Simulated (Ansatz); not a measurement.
Total energies of HfAl₆ from Ansatz at PBE-D4/def2-TZVP, gas phase (1 Eh = 27.2114 eV = 2625.5 kJ/mol). The reference geometry is relaxed at r2SCAN-D4/def2-SVP.

```xyz
7

Hf   -0.773    0.406   -1.694
Al    1.164    0.223    1.893
Al    0.930   -1.311   -0.165
Al   -0.335    2.042    0.483
Al    1.687    1.102   -0.657
Al   -1.474   -2.136   -0.889
Al   -1.199   -0.328    1.029
```

```csv
state,geometry,energy (Eh)
charge 0 singlet,reference,-1501.87428
charge 1 doublet,reference,-1501.64462
charge 1 doublet,relaxed at r2SCAN-D4/def2-SVP,-1501.64726
charge 0 triplet,relaxed at r2SCAN-D4/def2-SVP,-1501.86027
charge 0 quintet,relaxed at r2SCAN-D4/def2-SVP,-1501.83828
free Hf atom (triplet),–,-47.87200
free Al atom (doublet),–,-242.22759
```

In the def2 sets Hf takes a core potential; there is no spin–orbit coupling.

Q: Work out the vertical ionisation energy to the doublet.

A: E(charge 1 doublet) − E(charge 0 singlet) = -1501.64462 − (-1501.87428) = 0.22966 Eh = 6.25 eV. For comparison, −ε of the highest occupied level is 4.43 eV at this level, 1.82 eV less.

Q: How much does the charge 1 doublet relax, and what is the adiabatic ionisation energy?

A: Relaxation: -1501.64462 − (-1501.64726) = 0.00264 Eh = 0.07 eV. Adiabatic ionisation energy: 0.22702 Eh = 6.18 eV, without zero-point energy. 

Q: Which of the charge 0 states is lowest, and how far above it are the others?

A: The singlet. triplet: -1501.86027 − (-1501.87428) = 0.01401 Eh = 36.8 kJ/mol; quintet: -1501.83828 − (-1501.87428) = 0.03600 Eh = 94.5 kJ/mol.

Q: What is the binding energy per atom against free atoms?

A: Atoms: 1 × (-47.87200) + 6 × (-242.22759) = -1501.23754 Eh. Binding: -1501.23754 − (-1501.87428) = 0.63674 Eh = 17.33 eV, or 2.48 eV for each of 7 atoms (no zero-point energy, no counterpoise term).

The structure comes from a short search, and lower isomers may exist.
